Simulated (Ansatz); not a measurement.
# singlet Mg: levels of theory in one basis

A single Mg atom.

Basis set: cc-pCVTZ (spherical functions). Left uncorrelated: 1 orbital. Charge 0, multiplicity 1.

Computed with Ansatz (development build ahead of 0.2.0); each method stands on the lowest determinant of its kind that the runs found.

| method | E − E(RHF) (eV) | <S²> of the determinant |
| --- | --- | --- |
| RHF | 0.00 | 0.00 |
| RHF-MP2 | -7.88 | – |
| RHF-CCSD(T) | -8.31 | – |
| RHF-BCCD(T) | -8.31 | – |

**Question.** What does RHF-CCSD give on the same scale?

**Answer.** -8.22 eV.

**Question.** Is a single determinant a sound starting point here?

**Answer.** By this sign, yes. Unrestricted orbitals gain 0.00 eV and <S²> is 0.00 against 0.00 for a pure state.
